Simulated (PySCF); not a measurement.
# C₆ coefficients of unlike pairs at wB97X

Calculated with PySCF 2.14 from the dipole response of each species, C₆(A,B) = (3/π) ∫ α_A(iu) α_B(iu) du, in atomic units, from isotropic polarisabilities. For ions this is the dispersion term alone; charge-induced terms of lower order in 1/R come first.

```tsv
species	configuration	basis	relativity	α (bohr³)	C₆ (like pair)
Ti³⁺	[Ar] 3d1 (2D)	x2c-TZVPPall with one added diffuse shell each of s, p, d, f type (7s6p5d3f1g)	spin-free X2C	2.250	5.705
Sc⁺	[Ar] 3d1 4s1 (3D)	aug-cc-pVDZ-DK (7s6p4d2f)	spin-free X2C	66.06	456.5
Hg⁺	[Xe] 4f14 5d10 6s1 (2S)	aug-cc-pVTZ-PP with ECP60MDF (6s6p5d3f2g)	core potential	20.48	153.1
```

**Question.** Estimate C₆ for Hg⁺ with Sc⁺.

**Answer.** The integral gives 225.4. The combination rule 2 C_A C_B / (C_A α_B/α_A + C_B α_A/α_B) gives 220.0 and the geometric mean 264.3.

No spin-orbit coupling is included.

The other pairs:

```tsv
pair	C₆
Sc⁺, Ti³⁺	32.22
Hg⁺, Ti³⁺	27.26
```
